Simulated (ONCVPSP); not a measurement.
**u(r) = r·R(r): atom against pseudo-atom (neon)**

Columns: radius, all-electron u(r) and pseudo u(r) of the 2p shell (level -54.70 eV) of neon in the configuration [He] 2s2 2p4; PBEsol, scalar-relativistic, ONCV scheme, ONCVPSP 4.0.1.

```json
{"r (bohr)": "0.047", "all-electron": "0.0586", "pseudo": "0.0294"}
{"r (bohr)": "0.095", "all-electron": "0.1898", "pseudo": "0.1150"}
{"r (bohr)": "0.142", "all-electron": "0.3429", "pseudo": "0.2420"}
{"r (bohr)": "0.190", "all-electron": "0.4986", "pseudo": "0.3986"}
{"r (bohr)": "0.237", "all-electron": "0.6374", "pseudo": "0.5601"}
{"r (bohr)": "0.285", "all-electron": "0.7592", "pseudo": "0.7159"}
{"r (bohr)": "0.332", "all-electron": "0.8568", "pseudo": "0.8467"}
{"r (bohr)": "0.380", "all-electron": "0.9351", "pseudo": "0.9508"}
{"r (bohr)": "0.427", "all-electron": "0.9916", "pseudo": "1.0220"}
{"r (bohr)": "0.475", "all-electron": "1.0308", "pseudo": "1.0654"}
{"r (bohr)": "0.522", "all-electron": "1.0532", "pseudo": "1.0847"}
{"r (bohr)": "0.570", "all-electron": "1.0624", "pseudo": "1.0865"}
{"r (bohr)": "0.617", "all-electron": "1.0599", "pseudo": "1.0759"}
{"r (bohr)": "0.665", "all-electron": "1.0479", "pseudo": "1.0570"}
{"r (bohr)": "0.712", "all-electron": "1.0286", "pseudo": "1.0329"}
{"r (bohr)": "0.760", "all-electron": "1.0028", "pseudo": "1.0045"}
{"r (bohr)": "0.807", "all-electron": "0.9730", "pseudo": "0.9734"}
{"r (bohr)": "0.855", "all-electron": "0.9391", "pseudo": "0.9391"}
{"r (bohr)": "0.902", "all-electron": "0.9034", "pseudo": "0.9033"}
{"r (bohr)": "0.950", "all-electron": "0.8653", "pseudo": "0.8652"}
{"r (bohr)": "0.997", "all-electron": "0.8269", "pseudo": "0.8269"}
{"r (bohr)": "1.045", "all-electron": "0.7873", "pseudo": "0.7873"}
{"r (bohr)": "1.092", "all-electron": "0.7485", "pseudo": "0.7485"}
{"r (bohr)": "1.140", "all-electron": "0.7093", "pseudo": "0.7092"}
{"r (bohr)": "1.187", "all-electron": "0.6715", "pseudo": "0.6715"}
{"r (bohr)": "1.235", "all-electron": "0.6339", "pseudo": "0.6338"}
```

Task: How many radial nodes do the two functions have?

Result: The all-electron 2p function has n − l − 1 = 0; the pseudo-wave has 0.

Task: At about which radius was the pseudo-wave matched?

Result: 0.95 bohr. The columns agree to 0.0005 from 0.81 bohr on; several derivatives are matched, so the curves merge somewhat inside the radius.

Task: Is the pseudo-wave norm-conserving?

Result: Yes: the ONCV scheme keeps the norm inside the radius equal to the all-electron one, which fixes the energy derivative of the logarithmic derivative at the level.
